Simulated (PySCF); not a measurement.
Compound: phthalic anhydride, C8H4O3.
Atom-mapped SMILES: `[O:1]=[C:2]1[O:3][C:4](=[O:5])[c:6]2[cH:7][cH:8][cH:9][cH:10][c:11]21` (hydrogens: H12 on C7; H13 on C8; H14 on C9; H15 on C10)

The same species was optimised twice, with GFN2-xTB and with PBE0-D3(BJ)/def2-SVP (PySCF), and the same property calculations (PySCF, gas phase) were run on both structures.

| coordinate | GFN2-xTB | PBE0-D3(BJ)/def2-SVP | change |
| --- | --- | --- | --- |
| C8–C9 (Å) | 1.389 | 1.402 | +0.013 |
| C6–C7 (Å) | 1.381 | 1.388 | +0.007 |
| C10–C11 (Å) | 1.381 | 1.388 | +0.007 |
| C9–C10 (Å) | 1.390 | 1.396 | +0.006 |
| C7–C8 (Å) | 1.390 | 1.396 | +0.006 |
| C6–C11 (Å) | 1.396 | 1.390 | -0.006 |
| C2–C11 (Å) | 1.480 | 1.483 | +0.003 |
| C4–C6 (Å) | 1.480 | 1.483 | +0.003 |
| O3–C4 (Å) | 1.379 | 1.382 | +0.003 |
| C2–O3 (Å) | 1.379 | 1.382 | +0.003 |
| C4=O5 (Å) | 1.191 | 1.189 | -0.002 |
| O1=C2 (Å) | 1.191 | 1.189 | -0.002 |
| C4–C6–C7 (°) | 131.3 | 130.8 | -0.5 |
| C2–C11–C10 (°) | 131.2 | 130.7 | -0.5 |
| C7–C6–C11 (°) | 121.4 | 121.8 | +0.4 |
| C6–C11–C10 (°) | 121.5 | 121.8 | +0.3 |
| C6–C7–C8 (°) | 117.2 | 116.9 | -0.3 |
| C9–C10–C11 (°) | 117.2 | 116.9 | -0.3 |
| O5–C4–C6 (°) | 130.3 | 130.5 | +0.2 |
| O3–C4–O5 (°) | 122.8 | 122.5 | -0.3 |

Rotational constants: A = 1817, B = 1199, C = 722.3 MHz (GFN2-xTB) against A = 1812, B = 1193, C = 719.5 MHz (PBE0-D3(BJ)/def2-SVP). Point groups within 0.08 Å: C2v and C2v.

On the GFN2-xTB structure: HOMO (eV) -8.61 [PBE0/pcSseg-1]; LUMO (eV) -2.79 [PBE0/pcSseg-1]; dipole (D) 5.84 [PBE0/pcSseg-1]; GIAO shielding of O1/O5 (mean) (ppm) -135.4 [PBE0/pcSseg-1]; GIAO shielding of C2/C4 (mean) (ppm) 17.6 [PBE0/pcSseg-1]; GIAO shielding of O3 (ppm) 17.9 [PBE0/pcSseg-1]; GIAO shielding of C6/C11 (mean) (ppm) 48.9 [PBE0/pcSseg-1]; GIAO shielding of C7/C10 (mean) (ppm) 54.9 [PBE0/pcSseg-1]; GIAO shielding of C8/C9 (mean) (ppm) 46.5 [PBE0/pcSseg-1].

**Question.** What do these properties become on the PBE0-D3(BJ)/def2-SVP structure?

**Answer.** 
```csv
property,level,on GFN2-xTB,on PBE0-D3(BJ)/def2-SVP,change
HOMO (eV),PBE0/pcSseg-1,-8.61,-8.59,+0.02
LUMO (eV),PBE0/pcSseg-1,-2.79,-2.78,+0.01
dipole (D),PBE0/pcSseg-1,5.84,5.84,0.00
"energy, GFN2-xTB geometry as zero (kcal/mol)",PBE0/pcSseg-1,0.0,-0.2,-0.2
GIAO shielding of O1/O5 (mean) (ppm),PBE0/pcSseg-1,-135.4,-133.0,+2.4
GIAO shielding of C2/C4 (mean) (ppm),PBE0/pcSseg-1,17.6,17.8,+0.2
GIAO shielding of O3 (ppm),PBE0/pcSseg-1,17.9,16.8,-1.1
GIAO shielding of C6/C11 (mean) (ppm),PBE0/pcSseg-1,48.9,49.0,+0.1
GIAO shielding of C7/C10 (mean) (ppm),PBE0/pcSseg-1,54.9,53.2,-1.7
GIAO shielding of C8/C9 (mean) (ppm),PBE0/pcSseg-1,46.5,43.7,-2.8
```

The heavy atoms differ by 0.006 Å rms after alignment. Among bonds between heavy atoms C8–C9 changes most (+0.013 Å). Changes are differences of the printed values. Neither structure is proved a minimum here.
